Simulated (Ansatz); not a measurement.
Basis-set extrapolation for `[SiH3]C[NH][AlH][SH]` (PBE0-D4/def2-TZVP geometry, frozen core, the Gaussian-basis code of Ansatz). Multiplicity 1, RHF reference.

```tsv
	def2-TZVPP	def2-QZVPP
HF	-1025.493004	-1025.525158
MP2 correlation	-0.771076	-0.828177
CCSD(T) correlation	-0.869591	not run
```

Energies in hartree. Use E(X) = E(∞) + A·exp(−7.88·√X) for Hartree–Fock and E(X) = E(∞) + B·X^(−2.97) for correlation, with X = 3 and 4, and add CCSD(T) minus MP2 of the smaller set to the MP2 limit.

**Question.** What is the CCSD(T) energy at the basis-set limit?

**Answer.** HF limit: -1025.525158 + (-0.032154) × 0.13774 = -1025.52959. MP2 limit: -0.828177 + (-0.057101) × 0.74074 = -0.87047. Higher-order term: -0.869591 − (-0.771076) = -0.09852. Total: -1026.49858 hartree, 85.3 kcal/mol below CCSD(T)/def2-TZVPP.
